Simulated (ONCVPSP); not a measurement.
Before and after: ONCV potential for Sn (Z = 50)

tin (Sn), optimised norm-conserving Vanderbilt (ONCV), made with ONCVPSP 4.0.1 (PBE, fully relativistic). Core [Kr] 4d10, reference 5s2 5p2. Waves: 5s: rc 2.20 bohr, ncon 3, nbas 7, qcut 2.3 1/bohr, 2 projectors, debl 3.1 Ha; 5p: rc 2.30 bohr, ncon 5, nbas 8, qcut 3.7 1/bohr, 2 projectors, debl 0.3 Ha; d scattering state at 0.23 Ha: rc 2.40 bohr, ncon 4, nbas 9, qcut 3.8 1/bohr, 3 projectors, debl 3.8 Ha. Local part: polynomial inside 1.45 bohr (lpopt 5, dvloc0 2 Ha). Core correction: none.

Open shells are filled in proportion to 2j + 1.

Change: s: qcut 3; p: qcut 4.9; d: qcut 5.

Cutoffs: the cutoffs (Ha) at which the residual kinetic energy of the hardest occupied pseudo-wave falls to 1 and 0.1 mHa per electron; they do not see the model core or the augmentation charge, which bear on the density cutoff. Errors are all-electron minus pseudo energies relative to the spin-unpolarised reference configuration.

Task: What does the change do?

Result: The potential gets softer (24 Ha and 40 Ha → 6.9 Ha and 28 Ha); a bound ghost appears in p, which as a rule spoils a file; of the 4 tests that both files solve, the error grows in 0 and shrinks in 2 by more than 15 % and 0.3 meV (median size 51.4 → 41.7 meV); the range in which the p3/2 phases agree widens (upper end 1.5 → 3.3); the range in which the p1/2 phases agree widens (upper end 1.8 → 3.1).

```csv
quantity,base,changed
"cutoff, loose",24 Ha,6.9 Ha
"cutoff, tight",40 Ha,28 Ha
loose cutoff by channel,"s 24 Ha, p 5.6 Ha","s 6.9 Ha, p 6.2 Ha"
bound ghosts,none,"p3/2, p1/2"
GHOST(+) flags under 300 eV,"p3/2 at 46.2 eV, s at 46.8 eV, p1/2 at 62.0 eV, d5/2 at 244.4 eV, d3/2 at 245.0 eV","s at 44.8 eV, d5/2 at 247.5 eV, d3/2 at 247.6 eV"
"error for 5s2 5p1, meV [ΔE 6.89 eV]",+1.4,+0.8
"error for 5s2 5p0, meV [ΔE 20.86 eV]",+29,+26
"error for 5s1 5p0, meV [ΔE 51.83 eV]",+123,+139
"error for 5s0 5p4, meV [ΔE 14.15 eV]",+74,+57
s: phases at 2.23 bohr within 0.05 rad from the reference energy up to (Ha; the scan ends near 5),1.6,1.6
p3/2: phases at 2.33 bohr within 0.05 rad from the reference energy up to (Ha; the scan ends near 5),1.5,3.3
p1/2: phases at 2.33 bohr within 0.05 rad from the reference energy up to (Ha; the scan ends near 5),1.8,3.1
d5/2: phases at 2.43 bohr within 0.05 rad from the reference energy up to (Ha; the scan ends near 5),0.6,0.6
d3/2: phases at 2.43 bohr within 0.05 rad from the reference energy up to (Ha; the scan ends near 5),0.6,0.6
```

Base: The cutoffs count occupied waves only; projector 3 of the d channel, the hardest unoccupied one, needs 89 Ha at the loose tolerance. Changed file: The cutoffs count occupied waves only; projector 3 of the d channel, the hardest unoccupied one, needs 93 Ha at the loose tolerance. A true bound ghost makes a file unfit for plane-wave use even where its test errors are small: the radial tests pick states by their node count and pass the ghost by.
